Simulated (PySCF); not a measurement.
These 2 structures share the formula C7H15P. Method used: PBE0-D3(BJ)/def2-SVP geometry optimisation, gas phase (PySCF 2.14.0). Energies are electronic, without zero-point or thermal terms, for one conformer each. No frequencies were run at this level. Point groups hold within 0.08 Å.

Question: Rank from lowest to highest electronic energy at this level (kcal/mol).
A. `[CH2:1]=[P@@:2]1([CH:3]([CH3:4])[CH3:5])[CH2:6][C@H:7]1[CH3:8]` with C1–P2–C3–C4 62°
B. `[CH3:1][P:2]1[CH2:3][CH2:4][CH2:5][CH2:6][CH2:7][CH2:8]1` with C1–P2–C3–C4 -175°, P2–C3–C4–C5 60°, C3–C4–C5–C6 -70°, C4–C5–C6–C7 93°

Answer: B (0.0), A (61.8).

As drawn, the higher has a three-membered ring, which the lower lacks.

| SMILES | E (Eh) | E rel (kcal/mol) | dipole (D) | point group | A, B, C (MHz) |
| --- | --- | --- | --- | --- | --- |
| CP1CCCCCC1 | -616.39126 | 0.0 | 1.16 | C1 | 2490, 1414, 1021 |
| C=[P@@]1(C(C)C)C[C@H]1C | -616.29278 | 61.8 | 2.82 | C1 | 2632, 1122, 1107 |

Question: How do the relative energies change in single points at PBE0/pcSseg-1 (no added dispersion term) on the same geometries?

Answer: 
| SMILES | PBE0-D3(BJ)/def2-SVP (kcal/mol) | PBE0/pcSseg-1 (kcal/mol) | shift |
| --- | --- | --- | --- |
| CP1CCCCCC1 | 0.0 | 0.0 | 0.0 |
| C=[P@@]1(C(C)C)C[C@H]1C | 61.8 | 59.7 | -2.1 |

Each column counts from its own lowest isomer. The order is unchanged; the largest shift is 2.1 kcal/mol.
